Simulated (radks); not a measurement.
Values are calculated unless marked as measured or tabulated.
Question: The rhodium ion Rh7+ is in [Kr] 4d2. Code: a radial shooting solver on a logarithmic mesh with Libxc functionals. Model: scalar-relativistic Kohn-Sham, r2SCAN, spin-polarised, spherical densities, finite nucleus; meta-GGA in the generalised Kohn-Sham scheme; Fermi nuclear charge, rms radius of each element as measured or else 0.836 A^(1/3) + 0.57 fm. Open shells are filled with parallel spins first. One electron is removed from 4p, 4s, 4d, 3d in turn, with full relaxation. Which removal costs least, and what does each cost?

Answer: 4d 116.18 eV; 4p 166.79 eV; 4s 202.34 eV; 3d 442.51 eV. The 4d electron leaves first.
